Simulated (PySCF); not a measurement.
C3H5ClSi, SMILES C(#C)[Si@H](Cl)C.

Geometry: B3LYP-D3(BJ)/def2-SVP. The structure was generated by enumeration; whether it is a known compound was not checked.

The numbers are results of SMD-M06-2X/def2-SVP in PySCF, not measurements.

Solvation free energies are E(SMD) − E(gas) at the gas-phase geometry, for 1 M in both phases. In vacuum the dipole moment is 2.07 D.

| solvent | ΔG(solv) (kcal/mol) | its non-electrostatic (CDS) part | dipole (D) |
|---|---|---|---|
| water | 0.7 | 5.5 | 2.63 |
| diethylether | ? | ? | ? |
| acetone | -3.7 | 0.9 | 2.60 |

Complete the blanks. (An estimate is asked for; the answer gives what the named calculation found.)


- diethylether, ΔG(solv) (kcal/mol): -3.2
- diethylether, its non-electrostatic (CDS) part: 0.1
- diethylether, dipole (D): 2.45
